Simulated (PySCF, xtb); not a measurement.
ZrCl3, SMILES [Cl][Zr+]([Cl])[Cl], charge +1, multiplicity 1.

GFN2-xTB (xtb 6.7.1) at its own geometry gives an orbital gap of 2.61 eV.

Geometry optimised at B3LYP-D3(BJ)/def2-SVP. The spin state was assumed, not searched. The isomer is the one that the SMILES or the coordinates give; other isomers of the formula were not compared. The def2 effective core potentials stand for the cores of Zr; spin–orbit coupling is left out.

Question: What does PySCF with HF/def2-TZVPD give? (Estimate from the structure and the level; the computed values follow.)

Answer: gap 11.41 eV (levels -17.65 and -6.24 eV).
